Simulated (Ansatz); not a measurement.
ClH2Si (SMILES [SiH2]Cl) moved off its minimum; all values from Ansatz (a first-principles code), cores frozen in correlated methods. Open shells are unrestricted.
(charge 0, multiplicity 2)
```xyz
4

Si    -1.0128     0.0507     0.3150
Cl     1.0125    -0.0090    -0.2719
H     -1.6073     1.1736    -0.3128
H     -1.6607    -1.2109    -0.2880
```

Forces at MP2/cc-pV(T+d)Z (eV/Å):

| atom | Fx | Fy | Fz |
|---|---|---|---|
| Si1 | 0.849 | -1.955 | -0.551 |
| Cl2 | -0.772 | 0.074 | 0.332 |
| H3 | -0.484 | 1.105 | -0.381 |
| H4 | 0.407 | 0.776 | 0.600 |

Q: Give the forces (eV/Å), the total energy and the dipole at CCSD(T)/cc-pV(T+d)Z.

A: 
```
atom      Fx      Fy      Fz
----  ------  ------  ------
Si1    0.842  -1.915  -0.415
Cl2   -0.660   0.070   0.300
H3    -0.528   1.178  -0.428
H4     0.346   0.667   0.542
```
Energy -749.9768 hartree, dipole 1.45 D.
